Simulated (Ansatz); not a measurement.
`[F][In]([F])[Cl]` + CH₃OH → `C[O][In]([F])[Cl]` + H–F at 700 K and 1 bar (ligand exchange at the In–F bond).

Isolated molecules relaxed with PBE0-D4/def2-TZVP in Ansatz; ΔE leaves out vibrations. CBS: MP2 limit from def2 TZ/QZ plus the TZ coupled-cluster correction, frozen cores. This one scheme is used for every species. def2 core potentials past Kr. For In outer-core shells are correlated without core-valence functions, which leaves a few kJ/mol of doubt a bond. Each species was taken in one conformer, which may not be the lowest.

| species | CCSD(T)/CBS energy (Eh) | H − E (kJ/mol) | S (J/(mol·K)) |
| --- | --- | --- | --- |
| `[F][In]([F])[Cl]` | -849.27843 | 60.1 | 394.7 |
| CH₃OH | -115.61712 | 170.8 | 288.5 |
| `C[O][In]([F])[Cl]` | -864.49222 | 186.9 | 493.3 |
| H–F | -100.39570 | 45.2 | 198.5 |

H − E and S are ideal-gas, rigid-rotor, harmonic terms from PBE0-D4/def2-TZVP, for one conformer and one mirror image of each species. 1 Eh = 2625.50 kJ/mol, R = 8.31446 J/(mol·K).

Task: By hand: ΔE, ΔH, ΔS and ΔG.

Result: ΔE = (-864.49222) + (-100.39570) − (-849.27843) − (-115.61712) = 0.00763 Eh = 20.0 kJ/mol. Δ(H − E) = 186.9 + 45.2 − 60.1 − 170.8 = 1.2, so ΔH = 21.2 kJ/mol. ΔS = 493.3 + 198.5 − 394.7 − 288.5 = 8.6 J/(mol·K). ΔG = 21.2 − 700 × (8.6)/1000 = 15.2 kJ/mol.

Task: By hand: the equilibrium constant, and the temperature at which ΔG would vanish if ΔH and ΔS stayed fixed.

Result: log₁₀ K = −ΔG/(RT ln 10) = -1.1. ΔG = 0 at ΔH/ΔS = 2465 K, though so small a ΔS makes that figure unsure.

The number of gas molecules stays the same, so ΔS is small and ΔH decides. A doubt of 5 kJ/mol in ΔE shifts log₁₀ K by 0.4 here. Other conformers and mirror images would add mixing entropy, several J/(mol·K) or more a flexible species. Modes under 60 cm⁻¹, often nearly free rotors, make the harmonic entropy too high. These are equilibria of isolated gas molecules and say nothing of rates. Largest T1 diagnostic: 0.016 (customary marks: 0.02 for closed shells, 0.045 for open ones).
